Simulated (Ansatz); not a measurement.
Coupled-cluster diagnostics for Ge₃F₃⁻, Ansatz.

Geometry of the singlet (r2SCAN-D4/def2-SVPD):

```
atom   x (Å)   y (Å)   z (Å)
 Ge1  -1.009   0.680   1.941
 Ge2   0.214  -0.018  -0.010
 Ge3  -1.282  -0.329  -1.869
  F4   0.268   0.840   3.236
  F5  -0.197  -0.875  -3.233
  F6   2.007  -0.298  -0.066
```

Correlated methods freeze 30 core orbitals; core or outer-core shells of Ge are correlated, in sets that lack core-valence functions. The geometry of the singlet was relaxed on an unsound state (restricted singlet, unstable towards broken spin symmetry at other levels and untested here). Another isomer (singlet) lies 0.06 eV lower at PBE0-D4/def2-TZVPD; other spin states weren't run for this one.

Q: Estimate the CCSD(T) correlation energy, the shares of MP2 and (T), T1 and the reference's ⟨S²⟩ for: charge -1, singlet, own geometry in def2-SVPD; and the rough time on 4 threads of Arm Neoverse V1 on a shared host.

A: 
```
                           state      basis  correlation (eV)  MP2 share (%)  (T) share (%)     T1  ⟨S²⟩ (pure)  wall time                  remarks
charge -1, singlet, own geometry  def2-SVPD           -35.363           97.4            3.5  0.017  0.00 (0.00)    2.5 min  restricted SCF unstable
```
Customary marks for T1 are 0.02 (closed shells), 0.045 (open shells) and about 0.05 (3d metals). T1 stays under 0.02 throughout.
